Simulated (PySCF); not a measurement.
## Working out the ionisation energy of Co

Co [Ar] 3d7 4s2 (4F) → Co⁺ [Ar] 3d8 (3F). All numbers are calculated (PySCF 2.14, scalar relativity by spin-free X2C-1e, in jorge-DZP-DKH). Frozen: [Ar]. Energies in hartree (1 hartree = 27.21139 eV):

```csv
part,Co (lower),Co⁺ (upper)
UHF,-1391.670628,-1391.370729
MP2 opposite-spin,-0.099951,-0.113636
MP2 same-spin,-0.061877,-0.069968
```

Question: What does Hartree-Fock give?

Answer: (-1391.370729) − (-1391.670628) = 0.299899 hartree = 8.161 eV.

Question: What do MP2 and SCS-MP2 (6/5 opposite-spin, 1/3 same-spin) give?

Answer: The opposite-spin parts differ by -0.372 eV and the same-spin parts by -0.220 eV. MP2: 8.161 + (-0.372) + (-0.220) = 7.569 eV. SCS-MP2: 8.161 + 1.2 × (-0.372) + (-0.220)/3 = 7.641 eV.

Measured between the centres of the two terms (NIST): 7.869 eV, so MP2 (valence) is off by -0.300 eV.

A double-zeta basis recovers only part of the correlation energy.

What remains against the reference includes basis incompleteness, the frozen core and correlation beyond second order.
